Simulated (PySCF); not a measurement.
# Excited states of Hg²⁺ (mercury, charge +2)

Ground state [Xe] 4f14 5d10, ¹S. All numbers are calculated (PySCF 2.14, scalar relativity through the core potential, in aug-cc-pVTZ-PP with ECP60MDF). Vertical excitation energies in eV without spin-orbit coupling; excited terms of each kind are numbered among those the solver found. Frozen: 5s2 5p6.

```tsv
term	leading excitation	EOM-EE-CCSD
1 3D	5d → s	6.353
1 1D	5d → s	7.135
1 3P°	5d → p	14.697
1 3F°	5d → p	15.080
1 1F°	5d → p	15.385
1 1D°	5d → p	15.678
1 3D°	5d → p	15.745
1 1P°	5d → p	16.021
2 3D	5d → s	23.587
2 1D	5d → s	23.761
```

The spin-orbit splitting of the hole, absent here, rivals or exceeds the spacing of these terms, so the LS terms are model states.

The solver can miss terms. Rydberg members are limited by the diffuse functions of the basis.
